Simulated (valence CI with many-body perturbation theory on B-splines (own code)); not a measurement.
P XI: electric-dipole lines

Calculated by valence CI with perturbative core correlation (CI+MBPT): three valence electrons over a frozen Dirac-Fock core [He], radial functions for each j: 11 s, 11 p, 10 d, 8 f, 5 g, 2 h, with the one-electron correlation potential Σ1 (screened to all orders), the two-electron term Σ2, the three-electron term Σ3, Breit, model QED; selected single and double excitations, second order for the rest, scaled by the run's own slope (own B-spline code, finite nucleus).

No measured levels were compared; by estimate levels of excited configurations hold to 0.05 to 0.15 % of their energy, terms of the ground configuration to about 0.5 %.

Lines 1 to 50 of 555 in falling wavelength, among levels below 30.321 Ry, chosen from the strongest by gf and those to the six lowest levels. Wavelengths and rates use the calculated energies, so an error of 300 cm⁻¹ moves a line at 11410 Å by 3.4 % and its rate by three times that or more. Electric multipoles are in the length gauge, E1 and E2 with the static RPA response of the core. Weak lines are less certain than strong ones. Lines between different terms over intervals too small for the method are left out, as are lines whose strength nearly cancels. Where a level lies close to another of its J and parity, the split of strength between their lines is uncertain. The highest levels of a list are the least certain.

Names give the largest LS component (configuration and term), which can be under half, so a name can repeat, a term be missing and a line seem to break the LS rules; names also repeat where a configuration has a term twice. Letters in brackets count levels of one name in rising energy.

```
λ vac (Å)                 Upper                 Lower   A (s⁻¹)  S (a.u.)
    11410         2s2.5d 2D_5/2  2s.2p.4s 2P°_3/2 [b]  1.42e+06  6.26e+00
     6148       2s.2p.4f 4G_9/2      2s.2p.4d 4D°_7/2  4.55e+06  5.21e+00
     5981        2s2.5p 2P°_1/2         2s2.5s 2S_1/2  2.25e+07  4.74e+00
     5778        2s2.5p 2P°_3/2         2s2.5s 2S_1/2  2.46e+07  9.37e+00
     5615         2s2.5d 2D_5/2        2s2.5p 2P°_3/2  3.06e+07  1.60e+01
     5481         2s2.5d 2D_3/2        2s2.5p 2P°_1/2  2.78e+07  9.04e+00
     5341        2s2.4f 2F°_5/2         2s2.4d 2D_3/2  8.68e+06  3.92e+00
     5300        2s2.4f 2F°_7/2         2s2.4d 2D_5/2  8.50e+06  5.00e+00
     5111       2s.2p.4f 4F_9/2      2s.2p.4d 4F°_7/2  9.76e+06  6.43e+00
     5015       2s.2p.4f 4F_7/2      2s.2p.4d 4F°_5/2  7.93e+06  3.95e+00
     4688   2s.2p.4f 4G_5/2 [a]      2s.2p.4d 4F°_3/2  1.26e+07  3.85e+00
     4356      2s.2p.4f 4G_11/2      2s.2p.4d 4F°_9/2  2.26e+07  1.10e+01
     4024      2s.2p.4d 4D°_7/2       2s.2p.4p 4P_5/2  2.83e+07  7.27e+00
     3926      2s.2p.4d 2P°_3/2       2s.2p.4p 2S_1/2  2.39e+07  2.86e+00
     3885      2s.2p.4d 4D°_1/2       2s.2p.4p 4P_1/2  3.38e+07  1.95e+00
     3823      2s.2p.4d 4F°_9/2       2s.2p.4p 4D_7/2  4.86e+07  1.34e+01
     3794  2s.2p.4s 2P°_3/2 [b]         2s2.5s 2S_1/2  3.16e+07  3.41e+00
     3781       2s.2p.4f 4G_9/2      2s.2p.4d 4F°_7/2  7.62e+06  2.03e+00
     3744      2s.2p.4d 4F°_7/2       2s.2p.4p 4D_5/2  4.91e+07  1.02e+01
     3676  2s.2p.4d 4P°_5/2 [b]       2s.2p.4p 4P_5/2  2.26e+07  3.32e+00
     3668      2s.2p.4d 4F°_5/2       2s.2p.4p 4D_3/2  4.56e+07  6.66e+00
     3632         2s2.4d 2D_5/2        2s2.4p 2P°_3/2  3.85e+07  5.47e+00
     3601      2s.2p.4d 4F°_3/2       2s.2p.4p 4D_1/2  4.16e+07  3.84e+00
     3573  2s.2p.4d 4P°_5/2 [b]       2s.2p.4p 4P_3/2  1.45e+07  1.95e+00
     3510      2s.2p.4d 2P°_1/2       2s.2p.4p 2S_1/2  4.34e+07  1.85e+00
     3493         2s2.4d 2D_3/2        2s2.4p 2P°_1/2  4.05e+07  3.40e+00
     3465      2s.2p.4d 4P°_3/2       2s.2p.4p 4P_3/2  3.97e+07  3.26e+00
     3398      2s.2p.4d 4P°_1/2       2s.2p.4p 4P_3/2  6.33e+07  2.45e+00
     3315  2s.2p.4d 4P°_5/2 [a]       2s.2p.4p 2P_3/2  4.69e+07  5.06e+00
     3309       2s.2p.4p 2D_3/2  2s.2p.4s 2P°_3/2 [a]  2.92e+07  2.09e+00
     3279      2s.2p.4d 2D°_5/2       2s.2p.4p 4S_3/2  3.47e+07  3.62e+00
     3165      2s.2p.4d 4D°_7/2       2s.2p.4p 4D_7/2  2.64e+07  3.30e+00
     3153       2s.2p.4p 4D_3/2      2s.2p.4s 4P°_3/2  3.63e+07  2.25e+00
     3064       2s.2p.4p 4D_1/2      2s.2p.4s 4P°_1/2  7.11e+07  2.02e+00
     3024  2s.2p.4d 4P°_5/2 [b]       2s.2p.4p 4S_3/2  2.21e+07  1.81e+00
     3003     2p2.3d 2D_5/2 [c]        2s2.4p 2P°_3/2  3.14e+07  2.51e+00
     2965      2s.2p.4d 2F°_7/2       2s.2p.4p 2D_5/2  1.08e+08  1.11e+01
     2950       2s.2p.4p 4D_7/2      2s.2p.4s 4P°_5/2  9.82e+07  9.96e+00
     2931      2s.2p.4d 2F°_5/2       2s.2p.4p 2D_3/2  9.54e+07  7.12e+00
     2930      2s.2p.4d 2D°_3/2       2s.2p.4p 2P_1/2  5.97e+07  2.97e+00
     2876       2s.2p.4p 4D_3/2      2s.2p.4s 4P°_1/2  5.44e+07  2.55e+00
     2866       2s.2p.4p 4D_5/2      2s.2p.4s 4P°_3/2  9.54e+07  6.65e+00
     2830        2s2.4p 2P°_1/2         2s2.4s 2S_1/2  1.11e+08  2.48e+00
     2812       2s.2p.4p 2D_5/2  2s.2p.4s 2P°_3/2 [a]  1.15e+08  7.59e+00
     2805      2s.2p.4d 2D°_5/2       2s.2p.4p 2P_3/2  2.52e+07  1.65e+00
     2747        2s2.4p 2P°_3/2         2s2.4s 2S_1/2  1.22e+08  4.98e+00
     2686       2s.2p.4p 2D_3/2  2s.2p.4s 2P°_1/2 [a]  7.67e+07  2.93e+00
     2566       2s.2p.4p 2P_3/2      2s.2p.4s 4P°_1/2  4.55e+07  1.52e+00
     2509       2s.2p.4p 4P_3/2      2s.2p.4s 4P°_5/2  1.51e+08  4.71e+00
     2461       2s.2p.4p 4P_5/2      2s.2p.4s 4P°_5/2  1.58e+08  6.98e+00
```
